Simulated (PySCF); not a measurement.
## [Tm(NH3)3]2+ at several levels of theory

Computed with PySCF 2.14.0 (density fitting, no spin-orbit coupling) at the geometry relaxed with PBE0:

```xyz
13
[Tm(NH3)3]2+ (singlet in the valence; each metal's 4f electrons, 13 of them, lie in its core potential, out of spins and levels)
Tm   -0.0006   -0.0009   -0.0004
N     2.5803   -0.0002    0.0066
H     3.0109   -0.2449    0.9068
H     3.0169   -0.6557   -0.6532
H     3.0137    0.9011   -0.2290
N    -1.2902    2.2343    0.0094
H    -0.9538    2.9266    0.6899
H    -1.2743    2.7468   -0.8811
H    -2.2922    2.1560    0.2225
N    -1.2902   -2.2344   -0.0159
H    -1.9331   -2.3692    0.7741
H    -1.8870   -2.3843   -0.8387
H    -0.7004   -3.0752    0.0090
```

| level | basis | state | HOMO (eV) | gap (eV) | charge on Tm1 (e) | population of f-type functions on Tm1 (polarisation alone where 4f lies in the core) | dipole about the centre of mass (D) | largest force component (eV/Å) |
| --- | --- | --- | --- | --- | --- | --- | --- | --- |
| PBE0 | Tm lcecp-0-SVP with ECP59, N def2-SVP, H def2-SVP | singlet | – | – | 1.23 | 0.01 | 0.00 | 0.01 |
| wB97X | the same | singlet | – | – | 1.25 | 0.01 | 0.00 | 0.04 |

In the lcecp rows the 4f levels are missing from HOMO and gap, and the state counts the valence alone.

Charges are Mulliken's, which hang on the basis. The relaxation used the grid (50, 194), these runs (75, 302) or, all-electron (x2c bases, spin-free X2C Hamiltonian), (99, 590).

What does r2SCAN with Tm lcecp-0-SVP with ECP59, N def2-SVP, H def2-SVP give here?

state singlet, charge on Tm1 (e) 1.24, population of f-type functions on Tm1 (polarisation alone where 4f lies in the core) 0.01, dipole about the centre of mass (D) 0.00, largest force component (eV/Å) 0.12. Time: 25 s on 2 threads of Intel(R) Xeon(R) Platinum 8375C CPU @ 2.90GHz (Ice Lake), on a shared host, from an already converged density.

No frequency check is given that shows the relaxed geometry to be a minimum, and it was reached by following one of several unstable modes of a saddle point. An lcecp potential fixes the number of 4f electrons, so in runs with it no electron can move into or out of that shell.
